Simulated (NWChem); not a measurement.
Molecule: TaClF₄; SMILES [F][Ta]([F])([F])([F])[Cl]

Results from NWChem. Medium grid unless said otherwise, to which SCAN and Minnesota functionals are sensitive. Coordinates come from a PBE0/def2-SVP optimisation. No frequency run checked for a minimum. def2 effective core potentials on Ta; no spin-orbit coupling.

For level PBE/def2-SVP:

```yaml
highest occupied level (eV): -9.37
orbital gap (eV): 6.15
```

**Question.** What are these values for level MN15-L/def2-SVP?

**Answer.** 
* **highest occupied level (eV)**: -10.16
* **orbital gap (eV)**: 7.04
